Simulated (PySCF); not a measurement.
A homologous series of growing length: silicon-germanium chain silyl/silyl. Gas-phase values, no solvent. One relaxed conformer stands for each flexible species; it need not be the lowest. Strings in code marks are SMILES.

The brightest of the four lowest singlets (TDA) from two functionals at the same geometries (PBE-D3(BJ)/def2-SVP), both in PySCF: PBE-D3(BJ)/def2-TZVP and PBE0-D3(BJ)/def2-TZVP. Excitations are Tamm–Dancoff values on a coarser integration grid. The basis has no diffuse functions, so Rydberg states are missing or too high.

```tsv
species	PBE-D3(BJ)/def2-TZVP (eV)
n = 1 (`[GeH2]([SiH2][SiH3])[SiH3]` (Si–Si–Ge–Si torsion 179°))	5.97
n = 2 (`[SiH3][SiH2][GeH2][SiH2][GeH2][SiH3]`)	5.25
n = 3 (`[SiH3][SiH2][GeH2][SiH2][GeH2][SiH2][GeH2][SiH3]`)	4.75
```

Q: What does PBE0-D3(BJ)/def2-TZVP give for each?

A: 
- n = 1 (`[GeH2]([SiH2][SiH3])[SiH3]` (Si–Si–Ge–Si torsion 179°)): 6.39
- n = 2 (`[SiH3][SiH2][GeH2][SiH2][GeH2][SiH3]`): 5.68
- n = 3 (`[SiH3][SiH2][GeH2][SiH2][GeH2][SiH2][GeH2][SiH3]`): 5.24
Over these rows, drawn at random from the members with no instability flagged (it was tested for open shells, ions and some series alone), PBE minus PBE0-D3(BJ): mean -0.45 eV, from -0.49 eV to -0.42 eV.
